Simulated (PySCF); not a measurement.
Compound: chlorogermylene, ClGeH (singlet state).
InChI=1S/ClGeH/c1-2/h2H

Method used: PBE0-D3(BJ)/def2-SVP geometry optimisation, gas phase in PySCF.

Take the most abundant isotopes and a rigid rotor. 

Q: Give the principal moments of inertia and the rotational constants in MHz.

A: Ia = 2.54, Ib = 114.81, Ic = 117.35 u·Å²; 505379 MHz·u·Å²/I gives A = 198970, B = 4402, C = 4307 MHz.

Q: What kind of rotor is it?

A: A near-prolate asymmetric top: κ = (2 × 4402 − 198970 − 4307)/(198970 − 4307) = -1.00.

Q: Give the coordinates in the principal-axis frame, origin at the centre of mass.

A: The sense of each axis is arbitrary; atoms in the order of the calculation.
```
atom  mass (u)   a (Å)   b (Å)  c (Å)
 Cl1    34.969   1.496  -0.003  0.000
 Ge2    73.921  -0.696   0.023  0.000
  H3     1.008  -0.834  -1.575  0.000
```

Q: Predict some low-J microwave lines.

A: The dipole components are |μa| = 1.68 D, |μb| = 0.02 D, |μc| = 0.00 D; the mirror of this Cs structure is the ab plane, so μc vanishes by symmetry and there are no c-type lines. Intensities carry the squares of the components, which stand as 1.00 : 0.00 (a : b). Some lines, for components of 0.1 D or more:

```json
{"type": "a", "branch": "Q", "J(Ka,Kc)": "3(1,2) ← 3(1,3)", "MHz": "572", "lower level (cm⁻¹)": "8.225"}
{"type": "a", "branch": "R", "J(Ka,Kc)": "1(0,1) ← 0(0,0)", "MHz": "8708", "lower level (cm⁻¹)": "0.000"}
{"type": "a", "branch": "R", "J(Ka,Kc)": "2(1,2) ← 1(1,1)", "MHz": "17321", "lower level (cm⁻¹)": "6.781"}
{"type": "a", "branch": "R", "J(Ka,Kc)": "2(0,2) ← 1(0,1)", "MHz": "17417", "lower level (cm⁻¹)": "0.290"}
{"type": "a", "branch": "R", "J(Ka,Kc)": "2(1,1) ← 1(1,0)", "MHz": "17512", "lower level (cm⁻¹)": "6.784"}
{"type": "a", "branch": "R", "J(Ka,Kc)": "3(1,3) ← 2(1,2)", "MHz": "25982", "lower level (cm⁻¹)": "7.358"}
{"type": "a", "branch": "R", "J(Ka,Kc)": "3(0,3) ← 2(0,2)", "MHz": "26125", "lower level (cm⁻¹)": "0.871"}
{"type": "a", "branch": "R", "J(Ka,Kc)": "3(2,2) ← 2(2,1)", "MHz": "26125", "lower level (cm⁻¹)": "26.838"}
{"type": "a", "branch": "R", "J(Ka,Kc)": "3(2,1) ← 2(2,0)", "MHz": "26125", "lower level (cm⁻¹)": "26.838"}
{"type": "a", "branch": "R", "J(Ka,Kc)": "3(1,2) ← 2(1,1)", "MHz": "26268", "lower level (cm⁻¹)": "7.368"}
```

Q: Estimate the classical rotational partition function at 200 K, 298.15 K and 500 K.

A: Point group Cs, symmetry number σ = 1; q = (√π/σ)·√((kT/h)³/(ABC)), k/h = 20836.6 MHz/K: 7760 at 200 K, 14100 at 298.15 K, 30700 at 500 K.

Not checked by PBE0-D3(BJ)/def2-SVP frequencies. Zero-point vibration and centrifugal distortion are left out. Quadrupole hyperfine structure (35Cl) is left out.

On an Arm Neoverse N1 with one thread, shared host with 64 logical CPUs at a one-minute load of 59, this took 7.3 s wall and 0.27 GiB of memory at its peak. That covers the optimisation of the geometry.
